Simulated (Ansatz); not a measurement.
Start from `[F][SnH2][I]` and change one element to get `FCI`.

Ansatz, PBE0-D4/def2-TZVP geometries, multiplicity 1. 

Elements past krypton have def2 core potentials.

```tsv
property	`[F][SnH2][I]`
HOMO energy (PBE/def2-TZVPP) / eV	-6.79
zero-point energy (PBE0-D4/def2-TZVP) / kJ/mol	42.7
ideal-gas entropy at 298 K and 1 bar (rigid rotor, harmonic PBE0-D4/def2-TZVP) / J/(mol·K)	329
HOMO energy (ωB97M-V/def2-TZVPP) / eV	-10.06
HOMO–LUMO gap (B3LYP/def2-TZVPP) / eV	5.71
HOMO–LUMO gap (PBE0/def2-TZVPP) / eV	6.25
```

Task: Give the same properties after the change, and the shifts. (Best estimate.)

Result: Ansatz gave: 
| property | `FCI` | shift |
| --- | --- | --- |
| HOMO energy (PBE/def2-TZVPP) / eV | -6.40 | 0.39 |
| zero-point energy (PBE0-D4/def2-TZVP) / kJ/mol | 78.7 | 36.0 |
| ideal-gas entropy at 298 K and 1 bar (rigid rotor, harmonic PBE0-D4/def2-TZVP) / J/(mol·K) | 284 | -45 |
| HOMO energy (ωB97M-V/def2-TZVPP) / eV | -9.76 | 0.30 |
| HOMO–LUMO gap (B3LYP/def2-TZVPP) / eV | 6.01 | 0.30 |
| HOMO–LUMO gap (PBE0/def2-TZVPP) / eV | 6.52 | 0.27 |

With PBE0 the HOMO rises by 0.36 eV and the LUMO rises by 0.63 eV, so the gap widens by about 0.27 eV. PBE moves the HOMO by 0.39 eV and ωB97M-V by 0.30 eV.

B3LYP here is the variant with VWN-RPA as its local correlation; programs differ in this.

Spin–orbit coupling is left out; it splits and shifts lone-pair levels of the heavy atoms by tenths of an eV.
